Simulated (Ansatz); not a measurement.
Isolated molecules relaxed with PBE0-D4/def2-TZVP in Ansatz; ΔE leaves out vibrations. CBS: MP2 limit from def2 TZ/QZ plus the TZ coupled-cluster correction, frozen cores. This one scheme is used for every species. Functionals use def2-TZVPP. Elements past krypton have def2 core potentials. For Te outer-core shells are correlated without core-valence functions, which leaves a few kJ/mol of doubt a bond. One conformer a species, not always the lowest.

Consider the ligand exchange at the Si–Te bond: `O[Si](F)(Cl)[TeH]` + HCl → `O[Si](F)(Cl)Cl` + H₂Te.

```csv
species,CAM-B3LYP-D4 energy (Eh)
`O[Si](F)(Cl)[TeH]`,-1194.27098
HCl,-460.83237
`O[Si](F)(Cl)Cl`,-1385.91431
H₂Te,-269.20824
```

Q: Work out ΔE.

A: ΔE = (-1385.91431) + (-269.20824) − (-1194.27098) − (-460.83237) = -0.01920 Eh = -50.4 kJ/mol. CCSD(T)/CBS gives -41.9 kJ/mol.

Largest T1 diagnostic among the species: 0.011.

From PBE to PBE0 (25 % exact exchange), in def2-TZVPP and without D4, ΔE moves by −4.0 kJ/mol. The D4 term adds +5.4 kJ/mol with B3LYP and +3.1 kJ/mol with PBE0; it sums over pairs of atoms, weighted by their polarisabilities, and B3LYP, whose exchange is more repulsive, gets the larger term. In def2-TZVPP, CCSD(T) changes the Hartree–Fock value by +14.7 kJ/mol (the triples alone add +2.5 kJ/mol) and MP2 by +18.7 kJ/mol.

B3LYP here is the variant with VWN-RPA as its local correlation; programs differ in this.
